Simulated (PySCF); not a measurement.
Compound: ethylbutylamine, C6H15N.
SMILES with atom numbers: `[CH3:1][CH2:2][CH2:3][CH2:4][NH:5][CH2:6][CH3:7]` (hydrogens: H8, H9, H10 on C1; H11, H12 on C2; H13, H14 on C3; H15, H16 on C4; H17 on N5; H18, H19 on C6; H20, H21, H22 on C7)

All values: PBE0/def2-SVPD (PySCF, non-relativistic), on one gas-phase PBE0-D3(BJ)/def2-SVP geometry that isn't relaxed in the solvent. The solvent is an IEF-PCM continuum (van der Waals radii × 1.2). Only the electrostatic response of the medium enters.

Gas phase at PBE0/def2-SVPD: HOMO -6.21 eV, LUMO 0.79 eV, dipole 0.92 D.

Problem. What does the continuum do to the energy, the frontier levels and the dipole at PBE0/def2-SVPD in chloroform and dimethylsulfoxide?

Solution. 
```csv
solvent,ε,E(solvent) − E(gas) (kcal/mol),polarisation term (kcal/mol),distortion of the solute (kcal/mol),HOMO (eV),LUMO (eV),dipole (D)
chloroform,4.711,-2.16,-2.39,0.23,-6.23,0.93,1.20
dimethylsulfoxide,46.83,-3.17,-3.71,0.54,-6.27,0.97,1.38
```

The polarisation term is half the interaction of the solute with the surface charges that it induces; the rest is the cost of distorting the solute's density. The sum is the electrostatic part of solvation alone. From chloroform to dimethylsulfoxide the lowering changes by a factor 1.47, Onsager's factor (ε − 1)/(2ε + 1) by 1.36 and ε itself by 9.9.

Problem. How does the static polarisability (PBE0/def2-SVPD, frozen core, with the continuum's full static response) change?

Solution. 
```tsv
medium	isotropic (au)	principal values (au)	⟨r²⟩ of the electrons (bohr²)
gas	86.2	75.6, 79.3, 103.7	1480.1
chloroform	105.0	96.2, 100.7, 118.2	1480.3
dimethylsulfoxide	115.1	108.8, 113.0, 123.6	1480.4
```

The isotropic value in dimethylsulfoxide is 1.34 times the gas-phase one; no cavity-field correction is applied. ⟨r²⟩ is taken about the centre of nuclear charge.

Conformer computed: `[CH3:1][CH2:2][CH2:3][CH2:4][NH:5][CH2:6][CH3:7]`: C1–C2–C3–C4 -178°, C2–C3–C4–N5 179°, C3–C4–N5–C6 68°, C4–N5–C6–C7 176°.
